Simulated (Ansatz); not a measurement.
Cost and result up the ladder for (MgO)3 ring (Mg₃O₃) (6 atoms). Total charge 0; singlet. Geometry: PBE0-D4/def2-SVP.

```xyz
6

Mg   -1.166    0.307   -1.207
O    -1.888   -0.258    0.385
Mg   -0.491   -0.535    1.544
O     1.329   -0.350    1.375
Mg    1.656    0.227   -0.337
O     0.559    0.609   -1.760
```

Ansatz on 4 threads of Arm Neoverse V2 on a shared host. Times are rough, and most runs start from the orbitals of an earlier one. PBE0-D4/def2-TZVPD serves as the yardstick here, not as an exact answer. Differences are given only for rows in sets of like size (and for xTB, whose basis is part of the method), since another set adds its own error. Binding counts from free atoms at the same level (Mg singlet, O triplet; other spins of the atoms weren't run), without zero-point energy or a counterpoise term.

LC-ωPBE has ω = 0.4 bohr⁻¹. B3LYP takes the VWN-RPA correlation. Correlated methods freeze 6 core orbitals; core or outer-core shells of Mg are correlated, in sets that lack core-valence functions.

Correlated methods converge slowly with the basis.

```csv
level,functions,wall time,binding energy per atom (eV),difference from PBE0-D4/def2-TZVPD (eV)
HF/STO-3G,42,0.1 s,2.19,–
HF/6-31G,66,0.25 s,1.49,–
B3LYP-D4/6-31G,66,0.85 s,2.85,–
PBE0-D4/def2-SVP,96,1.2 s,3.17,–
MP2/def2-TZVP,189,1.7 s,3.43,0.27
LC-ωPBE/def2-TZVP,189,1.9 s,3.31,0.15
PBE0-D4/def2-TZVP,189,2 s,3.15,-0.01
PBE-D4/def2-TZVPD,225,2 s,3.37,0.21
B3LYP-D4/def2-TZVP,189,2.3 s,3.18,0.02
PBE0-D4/def2-TZVPD,225,2.9 s,3.16,0.00
RPA@PBE/def2-TZVP,189,3.5 s,2.87,-0.29
r2SCAN-D4/def2-TZVPD,225,3.9 s,3.37,0.22
B97M-V/def2-TZVP,189,5.5 s,3.21,0.05
CCSD(T)/def2-TZVPP,189,2.2 min,3.09,-0.06
```
